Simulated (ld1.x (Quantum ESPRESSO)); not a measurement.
**fluorine, RRKJ: configuration errors across variants**

* Element: fluorine (F)
* Generator: ld1.x (Quantum ESPRESSO) 7.5
* Type: norm-conserving RRKJ (Kleinman–Bylander form)
* Functional: PBE
* Relativity: scalar-relativistic
* Frozen core: [He]
* Valence charge: 7
* Reference configuration: 2s2 2p5
* Partial waves: 2s (bound): rc 0.60 bohr; 2p (bound): rc 1.80 bohr; 3d channel at 0.3 Ry: rc 1.85 bohr
* Local potential: all-electron potential smoothed inside 0.50 bohr (lloc = -1)
* Core correction: a·sin(br)/r model core, default radius (core density twice the valence density)
* rho0: 0.001

All-electron excitation energies from the reference (eV): (1) 2s2 2p4 19.390; (2) 2s2 2p3 57.775; (3) 2s2 2p2 118.413; (4) 2s1 2p6 18.814; (5) 2s2 2p4.5 7.543; (6) 2s2 2p1 204.215; (7) 2s1 2p5 38.493.

Tests that are not counted but printed errors over 1 eV. “wave 2p (bound): rc 1.80 bohr becomes 2p (bound): rc 2.44 bohr”: 2s2 2p1 (converged, but collapsed or in another state, printed error +21.8 eV). “wave 2p (bound): rc 1.80 bohr becomes 2p (bound): rc 2.60 bohr”: 2s2 2p1 (converged, but collapsed or in another state, printed error +24.9 eV).

Errors AE − PS in meV (a dash: test not solved or not reliable):

| change | (1) | (2) | (3) | (4) | (5) | (6) | (7) | bound ghosts |
| --- | --- | --- | --- | --- | --- | --- | --- | --- |
| base | +92 | +772 | +2919 | -27 | +14 | +7693 | -236 | none |
| wave 2p (bound): rc 1.80 bohr becomes 2p (bound): rc 1.18 bohr | +8.2 | +102 | +480 | +13 | +0.6 | +1507 | -29 | none |
| wave 2p (bound): rc 1.80 bohr becomes 2p (bound): rc 1.40 bohr | +21 | +221 | +966 | +11 | +2.3 | +2855 | -73 | none |
| wave 2p (bound): rc 1.80 bohr becomes 2p (bound): rc 1.94 bohr | +140 | +1096 | +3959 | -55 | +22 | +10064 | -308 | none |
| wave 2p (bound): rc 1.80 bohr becomes 2p (bound): rc 2.22 bohr | +305 | +2094 | +6910 | -150 | +52 | +16397 | -454 | none |
| wave 2p (bound): rc 1.80 bohr becomes 2p (bound): rc 2.44 bohr | +485 | +3071 | +9594 | -244 | +88 | – | -514 | none |
| wave 2p (bound): rc 1.80 bohr becomes 2p (bound): rc 2.60 bohr | +600 | +3661 | +11153 | -300 | +112 | – | -521 | none |

Give the same row for: wave 2p (bound): rc 1.80 bohr becomes 2p (bound): rc 1.68 bohr.

+69, +607, +2363, -13, +9.8, +6378, -193; bound ghosts: none.
